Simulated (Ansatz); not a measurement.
One geometry of Cu3H3, several levels of theory.

```yaml
crystal:
  periodic: [false, false, false]
  atoms:
    - {symbol: Cu, position_ang: [0.176786, 1.328476, 0.040338]}
    - {symbol: Cu, position_ang: [1.062617, -0.817227, -0.025893]}
    - {symbol: Cu, position_ang: [-1.239407, -0.511229, -0.014435]}
    - {symbol: H, position_ang: [1.747780, 0.720966, 0.020177]}
    - {symbol: H, position_ang: [-0.249251, -1.873391, -0.056782]}
    - {symbol: H, position_ang: [-1.498524, 1.152405, 0.036595]}
basis:
  gaussian: {orbitals: def2-TZVP, initial_orbitals: start.molden}
hamiltonian: {xc: {name: PBE-QIDH}}
correlation: {frozen_orbitals: {Cu: 9, H: 0}}
scf: {omitted_lower_state_checks: [starts]}
```

The file start.molden holds the orbitals of an earlier run on this structure, at another level or in another basis.

```sh
$ ansatz run in.yaml --threads 4 --pin off --events-out ev --progress --plain --max-ram 3916MiB
```

Output, abridged:

```
Functional definition: PBE-QIDH
1563 factors; integrals over basis functions are off by at most 1.0e-3 eV
mean field evaluation 1: about -133913.9226 eV, gradient 2.3e1 eV
mean field evaluation 2: about -133914.7168 eV, gradient 1.4e0 eV
mean field evaluation 4: about -133915.1530 eV, gradient 2.9e-2 eV
mean field evaluation 8: about -133915.1530 eV, gradient 8.7e-7 eV
mean field -133915.15300202 eV, -4921.2911018735 hartree, gradient 1.5e-6 eV, S^2 0.000000; 0 other end points of the search recorded, 0 dependent functions left out
27 core orbitals not correlated: weight in the atoms' cores, before any rotation towards them, 1.000 or more for the frozen orbitals, at most 0.000 for the correlated occupied ones
reference -133915.15301856 eV, -4921.2911024811 hartree; 18, 18 occupied and 108, 108 virtual orbitals, 1563 factors
second order -42.88570958 eV of doubles, -0.00000000 eV of singles
Total energy: -133929.44825508 eV, -4921.8164427338 hartree
Checks for a lower state left out: starts
```

Run time 2.4 s (4 threads of Intel Xeon 6975P-C on a shared host).

First input, but with `gaussian: {orbitals: def2-SVP, initial_orbitals: start.molden}`, `hamiltonian: {xc: pbe0, dispersion: d4}`, `output: {orbitals: {seedname: orbitals}}` and without the key `correlation` (abridged; 1 s):

```
Functional definition: PBE0
mean field -133932.86798911 eV, -4921.9421156413 hartree, gradient 1.2e-5 eV, S^2 0.000000
Total energy: -133933.00253511 eV, -4921.9470601157 hartree
Checks for a lower state left out: starts
```

First input, but with `gaussian: {orbitals: 6-31G}`, `hamiltonian: {xc: {name: B3LYP}, dispersion: d4}`, `output: {orbitals: {seedname: orbitals}}` and without the key `correlation` (abridged; 0.95 s):

```
Functional definition: B3LYP
mean field evaluation 16: about -133950.3026 eV, gradient 3.1e-4 eV
mean field -133950.30257280 eV, -4922.5828247741 hartree, gradient 5.6e-5 eV, S^2 0.000000
Total energy: -133950.56923851 eV, -4922.5926245583 hartree
Checks for a lower state left out: starts
```

As the first input, with `gaussian: {orbitals: def2-TZVPD, initial_orbitals: start.molden}`, `hamiltonian: {xc: pbe, dispersion: d4}`, `output: {orbitals: {seedname: orbitals}}` and without the key `correlation` (abridged; 1.1 s):

```
Functional definition: PBE
mean field -133953.22136295 eV, -4922.6900883339 hartree, gradient 8.8e-6 eV, S^2 0.000000
Total energy: -133953.38170054 eV, -4922.6959806317 hartree
Checks for a lower state left out: starts
```

The first input with `hamiltonian: {xc: pbe, dispersion: d4}`, `output: {orbitals: {seedname: orbitals}}` and without the key `correlation` (abridged; 0.9 s):

```
Functional definition: PBE
mean field -133953.14381042 eV, -4922.6872383311 hartree, gradient 1.8e-5 eV, S^2 0.000000
Total energy: -133953.30415075 eV, -4922.6931307294 hartree
Checks for a lower state left out: starts
```

First input, but with `hamiltonian: {xc: {text: "exchange = 0.65*pbe_x + 0.35*exact_x\ncorrelation = pbe_c"}}`, `output: {orbitals: {seedname: orbitals}}` and without the key `correlation` (abridged; 1.6 s):

```
Functional definition: unnamed
mean field -133952.67763335 eV, -4922.6701066397 hartree, gradient 3.7e-5 eV, S^2 0.000000
Total energy: -133952.67766762 eV, -4922.6701078989 hartree
Checks for a lower state left out: starts
```

First input, but with `hamiltonian: {xc: hse06, dispersion: d4}`, `output: {orbitals: {seedname: orbitals}}` and without the key `correlation` (abridged; 1.6 s):

```
Functional definition: HSE06
mean field -133952.42744104 eV, -4922.6609122419 hartree, gradient 1.2e-5 eV, S^2 0.000000
Total energy: -133952.55562495 eV, -4922.6656229136 hartree
Checks for a lower state left out: starts
```

Geometry: PBE-D4/def2-SVP.

The 6-31G sets use Cartesian d functions. B3LYP takes the VWN-RPA correlation. HSE06 is defined as in plane-wave codes, on full-range PBE exchange. Correlated methods freeze 27 core orbitals. At PBE-QIDH/def2-TZVP the test of the restricted singlet for broken spin symmetry was undecided. The structure comes from a short search, and lower isomers may exist.
